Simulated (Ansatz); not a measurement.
Reaction (SMILES): NB (BH2-NH2) → [BH-]N (closed-shell singlet) + H+
B3LYP-D3(BJ)/def2-TZVP geometries, fixed; electronic energies without zero-point terms.

The deprotonation energy at CCSD(T) with Ansatz (a program for electronic structure), in kcal/mol, split into its Hartree-Fock and correlation parts. Cores are frozen. A restricted Hartree-Fock determinant is unstable towards unrestricted orbitals. The proton leaves the site shown, which need not be the most acidic. No added dispersion term, no relativity. Functions are those of the species that has most. These sets lack the diffuse functions that anions need.

| basis | X | functions | Hartree-Fock | CCSD(T) |
|---|---|---|---|---|
| cc-pVDZ | 2 | 48 | 452.46 | 449.60 |
| cc-pVTZ | 3 | 116 | 446.51 | 440.95 |
| cc-pVQZ | 4 | 230 | 443.39 | 436.84 |

Worked estimate of the basis-set limit from each neighbouring pair, with Hartree-Fock from the larger set and the correlation part extrapolated as X^-3.
Correlation parts: X = 2: -2.86, X = 3: -5.56, X = 4: -6.55.
- (2,3): (27·(-5.56) - 8·(-2.86))/19 = -6.70; with Hartree-Fock 446.51 the estimate is 439.81 kcal/mol.
- (3,4): (64·(-6.55) - 27·(-5.56))/37 = -7.27; with Hartree-Fock 443.39 the estimate is 436.12 kcal/mol.
The last two estimates differ by 3.70 kcal/mol; the largest set lies 0.72 from the last. Over the last step Hartree-Fock moves by -3.12 and the correlation part by -0.99.
